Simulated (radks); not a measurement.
Excited configurations of Ne III: one electron is placed in a higher orbital outside [He] 2s2 2p3. The ground configuration is [He] 2s2 2p4. All-electron calculation, scalar-relativistic Kohn-Sham, r2SCAN, spin-unpolarised, spherical densities, finite nucleus; meta-GGA in the generalised Kohn-Sham scheme; Fermi nuclear charge, rms radius 3.0055 fm. Program: a radial shooting solver on a logarithmic mesh with Libxc functionals. Excitation = E - E(ground); binding = E(ion) - E, where the ion is the core of charge +3; n* = 3/sqrt(2 binding) in atomic units, and the quantum defect is n - n*.

| outer orbital | excitation (eV) | binding (eV) | n* | quantum defect | eigenvalue (eV) | <r> (bohr) |
|---|---|---|---|---|---|---|
| 3d | 54.449 | 13.530 | 3.008 | -0.008 | -10.739 | 3.358 |
| 4d | 60.126 | 7.853 | 3.949 | 0.051 | -6.530 | 6.695 |
| 6s | 63.494 | 4.485 | 5.225 | 0.775 | -3.908 | 13.80 |
| 6p | 63.926 | 4.053 | 5.497 | 0.503 | -3.530 | 14.93 |
| 7s | 64.799 | 3.180 | 6.206 | 0.794 | -2.781 | 19.52 |
| 7p | 65.058 | 2.920 | 6.475 | 0.525 | -2.554 | 20.95 |

Estimate the row for 6d.

Answer. excitation (eV) 64.440; binding (eV) 3.539; n* 5.882; quantum defect 0.118; eigenvalue (eV) -3.037; <r> (bohr) 16.40. The Delta-SCF ionisation energy is 67.979 eV (NIST Atomic Spectra Database: 63.423 eV, measured). Self-interaction in the functional shifts the binding energies and quantum defects, so they are the method's values and not measured ones. Spin polarisation and multiplet splitting are left out, so open shells lie too high by an amount that depends on their filling.

Beside tabulated values, note that spin-unpolarised runs miss the spin-polarisation part of the exchange energy of open shells.
